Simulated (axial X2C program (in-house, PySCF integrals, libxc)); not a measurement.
SbH: from the spin-free to the two-component result

Computed with an in-house all-electron X2C program for linear molecules (integrals from PySCF). Spin-free means the one-electron spin-free X2C Hamiltonian; two-component (2c) means X2C with spin–orbit coupling and atomic mean-field two-electron Coulomb and Gaunt terms, so the difference of the two also holds small scalar two-electron terms. Basis: Sb dyall-cv3z [11s12p8d4f1g], H dyall-v3z [6s2p1d] (cores contracted in-house); Gaussian nuclei, density fitting, unrestricted open shells. Masses: Sb 120.904 u, H 1.008 u.

Spin-free state: M_S = 1, Λ = 0 (beyond evenly filled blocks: π+α, π-α); fragments Sb + H.

| level | Re (Å) | ωe (cm⁻¹) | De (eV) | μ (D) |
| --- | --- | --- | --- | --- |
| PBE0 | 1.716 | 1934.4 | 2.582 | -0.18 |
| HF | 1.704 | 2024.5 | 1.624 | -0.09 |
| MP2 | 1.697 | 1988.8 | 2.253 | n/a |
| CCSD | 1.707 | 1960.0 | 2.531 | n/a |
| CCSD(T) | 1.712 | 1925.4 | 2.549 | n/a |
| PW91 | 1.731 | 1861.7 | 2.665 | -0.26 |

Correlated methods: 16 electrons correlated (number of frozen shells: Sb 4 s, 3 p, 1 d; H none), 190 virtual spin orbitals or spinors in MP2, 110 natural virtuals in coupled cluster.

Dipoles are positive if H is the positive end.

Two-component determinant lowest at the distance of the search:

Ω = 1 (⟨Sz⟩ = 1.00, ⟨Lz⟩ = 0.00 at HF); fragments Sb + H.

| level | Re (Å) | ωe (cm⁻¹) | De (eV) | μ (D) |
| --- | --- | --- | --- | --- |
| PBE0 | 1.717 | 1927.9 | 2.522 | -0.18 |
| HF | 1.705 | 2018.4 | 1.586 | -0.09 |
| MP2 | 1.698 | 1982.3 | 2.208 | n/a |
| CCSD | 1.708 | 1953.6 | 2.483 | n/a |
| CCSD(T) | 1.712 | 1920.0 | 2.497 | n/a |
| PW91 | 1.732 | 1854.5 | 2.599 | -0.26 |

(1) From the two tables, how do the constants change at the CCSD(T) level (2c against spin-free)?

One determinant describes the state; a PBE0 search over occupations chose it and may have missed a lower one. Dissociation energies refer to the lowest single-determinant-based atoms at the same level and basis. Density functionals use the spin component along the axis (collinear). Coupled cluster ran in a truncated set of natural virtual spinors; the MP2 energy of the rest was added. (T) has no such correction and the atoms are truncated less, which lowers De at CCSD(T) by a hundredth of an eV or more. Other states lie close and PBE0, whose exact exchange favours high spin, may order them wrongly; the determinant shown need not be the ground state. The nearest other spin-free determinant of the search, M_S = 0, Λ = 2, lies 0.86 eV up at the distance of the search. With several unpaired electrons one determinant need not be a pure state. Open-shell Ω = 0 determinants with evenly filled partner blocks cannot be reached by this program, so the Ω shown need not be the lowest component. This is the Ω = 1 component of a π² triplet; the 0⁺ component is not one determinant and can lie lowest.

## Answers

(1) At the CCSD(T) level Re is unchanged to within 0.001 Å and ωe goes down by 5.4 cm⁻¹; De changes by -0.052 eV.
